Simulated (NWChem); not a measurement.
System: PbNH3, singlet; SMILES [NH2][PbH]

Here is an NWChem input.

```
start job
memory heap 200 mb stack 900 mb global 1100 mb
geometry units angstroms noautoz
  Pb     0.058033    -0.228376     0.000000
  H     -1.803062    -0.299065     0.000000
  N     -0.006677     1.898699     0.000000
  H     -0.853419     2.458590     0.000000
  H      0.820274     2.488014     0.000000
end
basis spherical
  Pb library def2-svp
  H library def2-svp
  N library def2-svp
end
ecp
  Pb library def2-ecp
end
dft
  xc b3lyp
  grid coarse
  iterations 150
  mulliken
end
task dft gradient
```

Excerpt of the output:

```
             Northwest Computational Chemistry Package (NWChem) 7.3.0
             --------------------------------------------------------

 CS  symmetry detected

                             Geometry "geometry" -> ""
                             -------------------------

 Output coordinates in angstroms (scale by  1.889725989 to convert to a.u.)

  No.       Tag          Charge          X              Y              Z
 ---- ---------------- ---------- -------------- -------------- --------------
    1 Pb                  82.0000     0.02118876    -0.22041504     0.00000000
    2 H                    1.0000    -1.84110068    -0.24385792     0.00000000
    3 N                    7.0000     0.01047192     1.90761705     0.00000000
    4 H                    1.0000    -0.82179079     2.48881298     0.00000000
    5 H                    1.0000     0.85210993     2.47575928     0.00000000

 Effective nuclear repulsion energy (a.u.)     205.9448575122

      Symmetry information
      --------------------

 Group name             Cs
 Group number              2
 Group order               2
 No. of unique centers     5

                                 NWChem DFT Module
                                 -----------------

 Summary of "ao basis" -> "ao basis" (spherical)
 ------------------------------------------------------------------------------
       Tag                 Description            Shells   Functions and Types
 ---------------- ------------------------------  ------  ---------------------
 Pb                         def2-svp                10       26   4s4p2d
 H                          def2-svp                 3        5   2s1p
 N                          def2-svp                 6       14   3s2p1d

      Symmetry analysis of basis
      --------------------------

        a'         40
        a"         15

            General Information
            -------------------
          SCF calculation type: DFT
          Wavefunction type:  closed shell.
          No. of atoms     :     5
          No. of electrons :    32
           Alpha electrons :    16
            Beta electrons :    16
          Charge           :     0
          Spin multiplicity:     1
          Use of symmetry is: on ; symmetry adaption is: on
          Maximum number of iterations: 150
          AO basis - number of functions:    55
                     number of shells:    25
          Convergence on energy requested:  1.00D-06
          Convergence on density requested:  1.00D-05
          Convergence on gradient requested:  5.00D-04

              XC Information
              --------------
                         B3LYP Method XC Potential
                     Hartree-Fock (Exact) Exchange  0.200
                        Slater Exchange Functional  0.800 local
                    Becke 1988 Exchange Functional  0.720 non-local
              Lee-Yang-Parr Correlation Functional  0.810
                  VWN I RPA Correlation Functional  0.190 local

             Grid Information
             ----------------
          Grid used for XC integration:  coarse
          Radial quadrature: Mura-Knowles
          Angular quadrature: Lebedev.
          Tag              B.-S. Rad. Rad. Pts. Rad. Cut. Ang. Pts.
          ---              ---------- --------- --------- ---------
          Pb                  1.80      104           9.0       302
          H                   0.35       35          10.0       302
          N                   0.65       35           8.0       302
          Grid pruning is: on
          Number of quadrature shells:   244
          Spatial weights used:  Erf1

      Superposition of Atomic Density Guess
      -------------------------------------

 Sum of atomic energies:        -275.10211189

      Non-variational initial energy
      ------------------------------

 Total energy =    -247.856449
 1-e energy   =    -534.137798
 2-e energy   =     224.268492
 HOMO         =      -0.249528
 LUMO         =      -0.048726

      Symmetry analysis of molecular orbitals - initial
      -------------------------------------------------

  Numbering of irreducible representations:

     1 a'          2 a"

  Orbital symmetries:

     1 a'          2 a'          3 a'          4 a'          5 a"
     6 a'          7 a'          8 a'          9 a"         10 a'
    11 a"         12 a'         13 a'         14 a'         15 a"
    16 a'         17 a"         18 a'         19 a'         20 a'
    21 a'         22 a'         23 a'         24 a"         25 a'
    26 a'

     ---------------------------------------------
      Total Density - Mulliken Population Analysis
     ---------------------------------------------

    Atom       Charge   Shell Charges
 -----------   ------   -------------------------------------------------------
    1 Pb  22    21.15   2.99 -0.95  1.18  0.68  3.36  2.63  0.71  0.50  9.73  0.31
    2 H    1     1.29   0.70  0.59  0.01
    3 N    7     8.00   1.99  1.04  0.52  2.59  1.85  0.01
    4 H    1     0.78   0.60  0.13  0.05
    5 H    1     0.77   0.60  0.13  0.05

   convergence    iter        energy       DeltaE   RMS-Dens  Diis-err
 ---------------- ----- ----------------- --------- --------- ---------
 d= 0,ls=0.0,diis     1   -249.3807838424 -3.11D+02  2.96D-02  3.52D-01
 d= 0,ls=0.0,diis     2   -248.9473679466  4.33D-01  2.12D-02  3.16D+00
 d= 0,ls=0.0,diis     3   -249.4326043572 -4.85D-01  2.53D-03  1.31D-02
 d= 0,ls=0.0,diis     4   -249.4347358411 -2.13D-03  1.00D-03  1.35D-03
 d= 0,ls=0.0,diis     5   -249.4350286625 -2.93D-04  1.95D-04  7.39D-05
  Resetting Diis
 d= 0,ls=0.0,diis     6   -249.4350437886 -1.51D-05  2.41D-05  1.86D-06
 d= 0,ls=0.0,diis     7   -249.4350440438 -2.55D-07  1.00D-05  5.03D-08
 d= 0,ls=0.0,diis     8   -249.4350440320  1.18D-08  5.46D-06  1.48D-07

         Total DFT energy =     -249.435044031983
      One electron energy =     -536.191752837116
           Coulomb energy =      248.866985606070
    Exchange-Corr. energy =      -24.123133390269
 Nuclear repulsion energy =       62.012856589332

 Numeric. integr. density =       31.999818263308

                  Occupations of the irreducible representations
                  ----------------------------------------------

                     irrep           alpha         beta
                     --------     --------     --------
                     a'               12.0         12.0
                     a"                4.0          4.0

                       DFT Final Molecular Orbital Analysis
                       ------------------------------------

 Vector   14  Occ=2.000000D+00  E=-3.133134D-01  Symmetry=a'
              MO Center= -2.8D-01,  7.3D-01,  3.6D-15, r^2= 3.0D+00
   Bfn.  Coefficient  Atom+Function         Bfn.  Coefficient  Atom+Function
  ----- ------------  ---------------      ----- ------------  ---------------
    36      0.409918  3 N  py                 3     -0.266641  1 Pb s
    12      0.265862  1 Pb py                34      0.266748  3 N  s
    39     -0.254991  3 N  py                27     -0.183861  2 H  s
     1      0.182358  1 Pb s                 21      0.176662  1 Pb d  2
    51     -0.157575  5 H  s                 33      0.155474  3 N  s

 Vector   15  Occ=2.000000D+00  E=-2.424129D-01  Symmetry=a"
              MO Center=  1.2D-02,  1.6D+00, -2.0D-15, r^2= 1.6D+00
   Bfn.  Coefficient  Atom+Function         Bfn.  Coefficient  Atom+Function
  ----- ------------  ---------------      ----- ------------  ---------------
    37      0.539449  3 N  pz                40     -0.459958  3 N  pz
    13     -0.184775  1 Pb pz                16     -0.179713  1 Pb pz
    18      0.087531  1 Pb d -1              10      0.070327  1 Pb pz
     7      0.068835  1 Pb pz                23     -0.038948  1 Pb d -1

 Vector   16  Occ=2.000000D+00  E=-2.346464D-01  Symmetry=a'
              MO Center= -5.0D-01, -2.5D-01, -3.4D-15, r^2= 3.3D+00
   Bfn.  Coefficient  Atom+Function         Bfn.  Coefficient  Atom+Function
  ----- ------------  ---------------      ----- ------------  ---------------
     3      0.351686  1 Pb s                 11      0.351138  1 Pb px
    27     -0.347091  2 H  s                 28     -0.300993  2 H  s
     4      0.270303  1 Pb s                  1     -0.236389  1 Pb s
    14      0.220113  1 Pb px                 8     -0.131695  1 Pb px
     5     -0.128780  1 Pb px                12     -0.123745  1 Pb py

 Vector   17  Occ=0.000000D+00  E=-7.488061D-02  Symmetry=a"
              MO Center=  9.7D-03, -3.7D-02, -2.6D-14, r^2= 3.9D+00
   Bfn.  Coefficient  Atom+Function         Bfn.  Coefficient  Atom+Function
  ----- ------------  ---------------      ----- ------------  ---------------
    16      0.603489  1 Pb pz                13      0.503343  1 Pb pz
    40     -0.273279  3 N  pz                37      0.256150  3 N  pz
    10     -0.176905  1 Pb pz                 7     -0.171769  1 Pb pz
    18      0.052028  1 Pb d -1              23     -0.036776  1 Pb d -1

 Vector   18  Occ=0.000000D+00  E= 1.319539D-03  Symmetry=a'
              MO Center=  7.4D-02,  1.5D-01, -2.6D-15, r^2= 5.8D+00
   Bfn.  Coefficient  Atom+Function         Bfn.  Coefficient  Atom+Function
  ----- ------------  ---------------      ----- ------------  ---------------
    34     -0.833142  3 N  s                 15      0.780474  1 Pb py
    14      0.447092  1 Pb px                28      0.404763  2 H  s
    47      0.319980  4 H  s                 12      0.277035  1 Pb py
    52      0.222416  5 H  s                 33     -0.191900  3 N  s
    11      0.156367  1 Pb px                21     -0.149534  1 Pb d  2

 Vector   19  Occ=0.000000D+00  E= 4.807790D-02  Symmetry=a'
              MO Center= -1.0D-02, -2.9D-01,  2.5D-15, r^2= 5.4D+00
   Bfn.  Coefficient  Atom+Function         Bfn.  Coefficient  Atom+Function
  ----- ------------  ---------------      ----- ------------  ---------------
    28      1.152800  2 H  s                 14      1.053596  1 Pb px
     3     -0.543067  1 Pb s                 15     -0.439973  1 Pb py
     4     -0.406973  1 Pb s                 34      0.404110  3 N  s
    11      0.303636  1 Pb px                 1      0.266570  1 Pb s
    52     -0.225588  5 H  s                 27      0.223294  2 H  s

     ---------------------------------------------
      Total Density - Mulliken Population Analysis
     ---------------------------------------------

    Atom       Charge   Shell Charges
 -----------   ------   -------------------------------------------------------
    1 Pb  22    21.61   3.00 -0.94  1.29  0.54  3.36  2.66  0.99  0.65  9.67  0.40
    2 H    1     1.18   0.68  0.49  0.01
    3 N    7     7.44   1.99  0.99  0.51  2.39  1.56  0.01
    4 H    1     0.88   0.71  0.13  0.04
    5 H    1     0.89   0.71  0.13  0.04

     -------------------------------------------
      Total Density - Lowdin Population Analysis
     -------------------------------------------

    Atom       Charge   Shell Charges
 -----------   ------   -------------------------------------------------------
    1 Pb  22    21.71   1.48  0.48  1.04  0.74  3.09  2.72  1.15  0.86  9.29  0.85
    2 H    1     1.15   0.61  0.52  0.02
    3 N    7     7.24   1.97  0.74  0.47  2.20  1.83  0.02
    4 H    1     0.95   0.60  0.22  0.13
    5 H    1     0.95   0.60  0.22  0.13

     Multipole analysis of the density
     ---------------------------------

     L   x y z        total         alpha         beta         nuclear
     -   - - -        -----         -----         ----         -------
     0   0 0 0     -0.000000    -16.000000    -16.000000     32.000000

     1   1 0 0      0.417529      1.409993      1.409993     -2.402457
     1   0 1 0      0.161921    -12.414760    -12.414760     24.991442
     1   0 0 1      0.000000      0.000000      0.000000      0.000000

     2   2 0 0    -28.182747    -22.665013    -22.665013     17.147279
     2   1 1 0      0.277191     -0.844144     -0.844144      1.965479
     2   1 0 1     -0.000000     -0.000000     -0.000000      0.000000
     2   0 2 0    -23.935762    -81.469509    -81.469509    139.003256
     2   0 1 1      0.000000      0.000000      0.000000      0.000000
     2   0 0 2    -25.392573    -12.696287    -12.696287      0.000000

            General Information
            -------------------
          SCF calculation type: DFT
          Wavefunction type:  closed shell.
          No. of atoms     :     5
          No. of electrons :    32
           Alpha electrons :    16
            Beta electrons :    16
          Charge           :     0
          Spin multiplicity:     1
          Use of symmetry is: on ; symmetry adaption is: on
          Maximum number of iterations: 150
          AO basis - number of functions:    55
                     number of shells:    25
          Convergence on energy requested:  1.00D-06
          Convergence on density requested:  1.00D-05
          Convergence on gradient requested:  5.00D-04

              XC Information
              --------------
                         B3LYP Method XC Potential
                     Hartree-Fock (Exact) Exchange  0.200
                        Slater Exchange Functional  0.800 local
                    Becke 1988 Exchange Functional  0.720 non-local
              Lee-Yang-Parr Correlation Functional  0.810
                  VWN I RPA Correlation Functional  0.190 local

             Grid Information
             ----------------
          Grid used for XC integration:  coarse
          Radial quadrature: Mura-Knowles
          Angular quadrature: Lebedev.
          Tag              B.-S. Rad. Rad. Pts. Rad. Cut. Ang. Pts.
          ---              ---------- --------- --------- ---------
          Pb                  1.80      104           9.0       302
          H                   0.35       35          10.0       302
          N                   0.65       35           8.0       302
          Grid pruning is: on
          Number of quadrature shells:   244
          Spatial weights used:  Erf1

          Convergence Information
          -----------------------
          Convergence aids based upon iterative change in
          total energy or number of iterations.
          Levelshifting, if invoked, occurs when the
          HOMO/LUMO gap drops below (HL_TOL):  1.00D-02
          DIIS, if invoked, will attempt to extrapolate
          using up to (NFOCK): 10 stored Fock matrices.

                    Damping( 0%)  Levelshifting(0.5)       DIIS
                  --------------- ------------------- ---------------
          dE  on:    start            ASAP                start
          dE off:    2 iters        150 iters           150 iters

                            NWChem DFT Gradient Module
                            --------------------------

  charge          =   0.00
  wavefunction    = closed shell

  Using symmetry

                         DFT ENERGY GRADIENTS

    atom               coordinates                        gradient
                 x          y          z           x          y          z
   1 Pb      0.040041  -0.416524   0.000000   -0.002653   0.006420   0.000000
   2 H      -3.479176  -0.460825   0.000000    0.002756   0.000267   0.000000
   3 N       0.019789   3.604874   0.000000   -0.000038  -0.003986   0.000000
   4 H      -1.552959   4.703175   0.000000    0.001248  -0.001327   0.000000
   5 H       1.610254   4.678507   0.000000   -0.001315  -0.001374   0.000000
```

Level: B3LYP/def2-SVP with def2 effective core potentials on Pb. Low-valent species are run as closed-shell singlets; no triplet was tried in these runs. All runs use the structure optimised with PBE0/def2-SVP. def2 effective core potentials on Pb; no spin-orbit coupling.
